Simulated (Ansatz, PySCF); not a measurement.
This PySCF input computes a B3LYP/def2-TZVPD energy:

```python
from pyscf import gto, scf, dft

mol = gto.M(
    atom='''
    Si    0.21033708   -0.33409986   -0.80742728
    Br   -0.31526257    0.50212832    1.21108879
    O     0.72383228    1.12944586   -1.30732407
    O    -1.05474990   -0.99134962   -1.57396690
    O     1.29768143   -1.53111305   -0.73780686
    H    -1.80379228   -0.42183211   -1.76997618
    H     2.15915273   -1.33112658   -0.36136704
    ''',
    basis='def2-tzvpd',
    charge=0,
    spin=1,
    verbose=4,
)

mf = dft.UKS(mol, xc='b3lyp').density_fit(auxbasis='def2-universal-jkfit')
mf.grids.level = 3
mf.conv_tol = 1e-9
mf.max_cycle = 100
mf.max_memory = 1500
mf.kernel()
if not mf.converged:
    mf = mf.newton()
    mf.kernel(mf.make_rdm1())
for _ in range(2):
    mo, _, stable, _ = mf.stability(return_status=True)
    if stable:
        break
    mf.kernel(mf.make_rdm1(mo, mf.mo_occ))
mf.analyze()
```

Q: Write an input for the same energy in Ansatz (an electronic-structure program) and say what it gives.

A: 
Ansatz 0.2 input:
```yaml
crystal:
  periodic: [false, false, false]
  atoms:
    - {symbol: Si, position_ang: [0.21033708, -0.33409986, -0.80742728]}
    - {symbol: Br, position_ang: [-0.31526257, 0.50212832, 1.21108879]}
    - {symbol: O, position_ang: [0.72383228, 1.12944586, -1.30732407]}
    - {symbol: O, position_ang: [-1.05474990, -0.99134962, -1.57396690]}
    - {symbol: O, position_ang: [1.29768143, -1.53111305, -0.73780686]}
    - {symbol: H, position_ang: [-1.80379228, -0.42183211, -1.76997618]}
    - {symbol: H, position_ang: [2.15915273, -1.33112658, -0.36136704]}
basis:
  gaussian:
    orbitals: def2-TZVPD
hamiltonian:
  xc: {name: B3LYP}
magnetization: {spin_polarized: true, initial_magnetization: 1}
output: {forces: true}
```
It gives -3090.81119 Eh, and PySCF -3090.81126 Eh, a difference of 0.07 mEh, from the treatment of integrals and grids.

It need not be the lowest isomer of its formula.
